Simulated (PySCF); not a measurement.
**Fractional electron number in Gd²⁺ (gadolinium, charge +2)**

The 5d alpha orbital of [Xe] 4f7 5d1 is emptied in steps (occupation f), with all orbitals relaxed, ending at [Xe] 4f7. Calculation: PySCF 2.14, in def2-TZVP with the def2 core potential (28 electrons); a scalar-relativistic core potential. The exact energy is a straight line in f; departures are measured from the line between the end points of the same method.

```json
{"f": "1", "UHF (eV)": "0.000"}
{"f": "0.75", "UHF (eV)": "0.080"}
{"f": "0.5", "UHF (eV)": "0.104"}
{"f": "0.25", "UHF (eV)": "0.077"}
{"f": "0", "UHF (eV)": "0.000"}
```

```tsv
method	E(f=0) − E(f=1) (eV)	−ε at f=1 (eV)	−ε at f=0.5 (eV)
UHF	19.757	20.189	19.750
```

Orbital energy along the path (eV):

```tsv
f	UHF
1	-20.189
0.75	-19.964
0.5	-19.750
0.25	-19.547
0	-19.355
```

Reference removal energy between the ground levels: 20.54 ± 0.03 eV (semi-empirical (NIST evaluation); NIST Atomic Spectra Database, ionization energies). The calculation has no spin-orbit coupling. The determinant left behind need not be the lowest term of the ion. UHF lacks correlation.
